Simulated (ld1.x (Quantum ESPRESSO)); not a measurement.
**tellurium: one change to an ultrasoft potential, before and after**

```
Element                 : Te
Generator               : ld1.x (Quantum ESPRESSO) 7.5
Type                    : ultrasoft
Functional              : PBEsol
Relativity              : scalar-relativistic
Frozen core             : [Kr] 4d10
Valence charge          : 6
Reference configuration : 5s2 5p4
Partial waves           : 5s (bound): rcut 1.70, rcutus 1.90 bohr; 5s channel at -0.7 Ry: rcut 1.70, rcutus 1.90 bohr; 5p (bound): rcut 1.65, rcutus 2.00 bohr; 5p channel at -0.05 Ry: rcut 1.65, rcutus 2.00 bohr
Local potential         : all-electron potential smoothed inside 1.45 bohr (lloc = -1)
Core correction         : Bessel-smoothed model core, default radius (core density twice the valence density)
Augmentation charge     : PSQ, inside the norm-conserving radii
```

Change: waves 5s (bound): rcut 1.70, rcutus 1.86 bohr; 5s channel at -0.7 Ry: rcut 1.70, rcutus 1.86 bohr.

Cutoffs: the cutoffs (Ry, on a coarse ladder) from which the occupation-weighted sum of valence levels, in a spherical-Bessel basis at the reference potential, stays within 10 and 1 mRy of its value at 400 Ry; they do not see the model core or the augmentation charge, which bear on the density cutoff. Errors are all-electron minus pseudo energies relative to the spin-unpolarised reference configuration.

Problem. Predict the effect on cutoff, ghosts and configuration errors.

Solution. The potential gets harder (10 Ry and 21 Ry → 10 Ry and 25 Ry); both files keep a bound ghost (d, s); the errors of the 7 common tests hardly move. A smaller radius makes the pseudo-wave follow the all-electron one further in, where it bends more sharply, so more plane waves are needed.

```tsv
quantity	base	changed
cutoff, loose	10 Ry	10 Ry
cutoff, tight	21 Ry	25 Ry
loose cutoff by channel (10 mRy a level)	s 6 Ry, p 6 Ry	s 8 Ry, p 6 Ry
bound ghosts	s, d	s, d
error for 5s2 5p3, meV [ΔE 9.75 eV]	-8.9	-8.8
error for 5s2 5p2, meV [ΔE 27.72 eV]	-56	-55
error for 5s2 5p1, meV [ΔE 54.68 eV]	-198	-197
error for 5s1 5p4, meV [ΔE 19.63 eV]	-26	-27
error for 5s2 5p4.3, meV [ΔE -1.47 eV]	+0.2	+0.1
error for 5s2 5p3.5, meV [ΔE 3.91 eV]	-2.1	-2.1
error for 5s1 5p5, meV [ΔE 9.29 eV]	-8.9	-9.0
s: phases at 2.21 bohr within 0.05 rad from the reference energy up to (Ry; the scan ends near 5)	to the end of the scan	to the end of the scan
p: phases at 2.21 bohr within 0.05 rad from the reference energy up to (Ry; the scan ends near 5)	2.0	2.0
lowest overlap eigenvalue by channel	s 0.32, p 0.49	s 0.35, p 0.49
```

 A true bound ghost makes a file unfit for plane-wave use even where its test errors are small: the radial tests pick states by their node count and pass the ghost by.
